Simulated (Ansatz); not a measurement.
The first iterations of a band of CH6OSiSn (10 atoms, charge 0, multiplicity 1).

Computed with RKS PBE0-D4/def2-SVP in Ansatz.

```json
{
  "movable images": "5",
  "climbing image": "yes",
  "spring": "5.0 eV/Å²",
  "optimiser": "quadratic models (default)",
  "start path": "through a guess of the saddle point",
  "force threshold": "0.5 eV/Å",
  "iteration limit": "60",
  "end points": "relaxed"
}
```

Image 0:

```xyz
10
Properties=species:S:1:pos:R:3
C -0.917 0.645 -0.663
O -0.856 -0.735 -0.962
Sn 0.650 -1.512 0.174
Si 0.448 0.993 0.661
H -1.917 0.929 -0.276
H -0.748 1.262 -1.568
H 1.852 -2.198 -0.844
H 0.024 -2.735 1.207
H -0.025 1.406 2.019
H 1.571 1.894 0.254
```

Image 6:

```xyz
10
Properties=species:S:1:pos:R:3
C -0.870 0.309 -0.351
O -0.649 -1.105 -0.521
Sn 1.183 -1.710 0.964
Si 0.680 0.888 0.656
H -1.795 0.487 0.225
H -0.980 0.791 -1.337
H 2.245 -1.643 -0.465
H -1.452 -1.573 -0.778
H 0.196 1.721 1.806
H 1.527 1.784 -0.195
```

| iteration | highest image above the first end (eV) | largest band force component (eV/Å) |
| --- | --- | --- |
| 1 | 6.094 | 21.428 |
| 2 | 2.595 | 4.635 |
| 3 | 2.087 | 2.295 |

Does the band converge within its limit, and where does its top end?

The run converged. It ended after 9 iterations with the highest image 1.895 eV above the first end. The threshold of 0.5 eV/Å is loose, so the images may lie well off the minimum-energy path. Neighbouring images differ by up to 1.8 eV, so the band resolves the path poorly. The order of the stationary point at the top wasn't checked. The orbitals stay closed-shell, which can raise the energy where a bond breaks towards radicals; this wasn't checked here.

The run took 2.1 min on 2 threads of Arm Neoverse V2, with other jobs on the host, peak memory 0.24 GiB.
